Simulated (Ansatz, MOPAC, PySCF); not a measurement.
System: C₂H₈NSi (charge 0, doublet). SMILES: C[Si](N)C
Geometry: optimised at B3LYP-D3(BJ)/def2-TZVP (Ansatz, an electronic-structure program).

Unscaled harmonic wavenumbers (cm⁻¹) in rising order, each level at the stationary point that it reaches from this structure (no distance between atoms moves by over 0.3 Å); the order of modes can differ between levels, and a negative number is imaginary. B3LYP-D3(BJ)/def2-TZVP (PySCF, at the structure above): 138, 152, 184, 195, 266, 286, 461, 617, 683, 708, 728, 776, 834, 873, 878, 1272, 1279, 1451, 1455, 1457, 1466, 1592, 3014, 3015, 3086, 3087, 3104, 3104, 3548, 3634.

PM6 (MOPAC): 61, 80, 143, 193, 215, 226, 564, 575, 583, 639, 663, 667, 704, 836, 929, 1199, 1211, 1212, 1221, 1221, 1224, 1543, 2673, 2676, 2683, 2685, 2748, 2752, 2800, 2841. Zero-point energy 54.0 against 62.0 kcal/mol; where all levels lie over 400 cm⁻¹, the wavenumbers are on average 0.900 times those of B3LYP-D3(BJ)/def2-TZVP.

HF/3-21G (Ansatz): -120, 133, 144, 201, 275, 287, 535, 651, 729, 807, 838, 867, 970, 971, 989, 1457, 1465, 1627, 1631, 1634, 1641, 1769, 3176, 3177, 3244, 3246, 3255, 3256, 3727, 3832. Zero-point energy 66.5 against 62.0 kcal/mol; where all levels lie over 400 cm⁻¹, the wavenumbers are on average 1.100 times those of B3LYP-D3(BJ)/def2-TZVP. This level finds the structure a saddle point. The zero-point energy leaves imaginary modes out.

HF/6-31G* (Ansatz): 142, 157, 168, 203, 282, 284, 501, 653, 731, 773, 793, 831, 921, 949, 962, 1440, 1447, 1601, 1602, 1606, 1612, 1767, 3184, 3185, 3252, 3253, 3260, 3262, 3781, 3873. Zero-point energy 66.4 against 62.0 kcal/mol; where all levels lie over 400 cm⁻¹, the wavenumbers are on average 1.083 times those of B3LYP-D3(BJ)/def2-TZVP.

B3LYP/6-31G* (Ansatz): 133, 143, 180, 190, 259, 281, 520, 607, 681, 717, 739, 775, 849, 887, 901, 1309, 1318, 1486, 1490, 1492, 1501, 1630, 3034, 3035, 3109, 3110, 3123, 3123, 3533, 3623. Zero-point energy 62.6 against 62.0 kcal/mol; where all levels lie over 400 cm⁻¹, the wavenumbers are on average 1.017 times those of B3LYP-D3(BJ)/def2-TZVP.
